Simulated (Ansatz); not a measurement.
Ansatz input wanted

The species is Si5H10 (15 atoms), meant as a triplet with charge 0. As SMILES of the parent species, `[SiH2]1[SiH2][SiH2][SiH2][SiH2]1`. The shape is that of a PBE0-D4/def2-TZVP optimisation. This is one conformer, not always the lowest. That shape belongs to the parent species and isn't relaxed for this state.

```xyz
15

Si   -1.0841    1.4590    0.7077
Si   -0.0591   -0.2506    1.9352
Si    1.6853   -0.8474    0.4933
Si    0.6067   -0.9777   -1.5859
Si   -1.1322    0.6110   -1.4832
H    -0.1942    2.6547    0.7406
H    -2.4286    1.8530    1.2106
H     0.3852    0.1619    3.2945
H    -1.0009   -1.3991    2.0636
H     2.3951   -2.1005    0.8694
H     2.6714    0.2703    0.4617
H     0.0144   -2.3356   -1.7461
H     1.5300   -0.7297   -2.7271
H    -0.9524    1.6907   -2.4926
H    -2.4368   -0.0599   -1.7414
```

Settings wanted:

```
basis set         : 6-31G*
core potential    : none
task              : energy
method            : DFT
functional        : B3LYP
reference         : UKS
accuracy          : high
start density     : atoms
d and f functions : spherical
```

**Question.** Write the Ansatz 0.2.0 input and the command.

**Answer.** This one ran through:

in.yaml:
```yaml
crystal:
  periodic: [false, false, false]
  atoms:
    - {symbol: Si, position_ang: [-1.084060, 1.459050, 0.707660]}
    - {symbol: Si, position_ang: [-0.059090, -0.250640, 1.935200]}
    - {symbol: Si, position_ang: [1.685310, -0.847370, 0.493250]}
    - {symbol: Si, position_ang: [0.606660, -0.977730, -1.585910]}
    - {symbol: Si, position_ang: [-1.132210, 0.611030, -1.483210]}
    - {symbol: H, position_ang: [-0.194180, 2.654660, 0.740620]}
    - {symbol: H, position_ang: [-2.428560, 1.852980, 1.210560]}
    - {symbol: H, position_ang: [0.385250, 0.161940, 3.294480]}
    - {symbol: H, position_ang: [-1.000910, -1.399120, 2.063570]}
    - {symbol: H, position_ang: [2.395090, -2.100510, 0.869400]}
    - {symbol: H, position_ang: [2.671440, 0.270290, 0.461680]}
    - {symbol: H, position_ang: [0.014450, -2.335600, -1.746080]}
    - {symbol: H, position_ang: [1.530020, -0.729740, -2.727130]}
    - {symbol: H, position_ang: [-0.952370, 1.690690, -2.492650]}
    - {symbol: H, position_ang: [-2.436840, -0.059940, -1.741430]}
basis:
  gaussian:
    orbitals: 6-31G_st_-spherical.json
total_charge: 0
magnetization:
  spin_polarized: true
  initial_magnetization: 2
hamiltonian:
  xc: {name: B3LYP}
accuracy: high
output: {orbitals: {seedname: orbitals}}
```

```bash
$ ansatz run in.yaml --threads 1 --pin off --max-ram 3480MiB --events-out events.jsonl --progress --plain --runs-dir runs
```

(Basis files named in the input come from the Basis Set Exchange and aren't shown.)

Calculated total energy: -1453.28116 Eh.
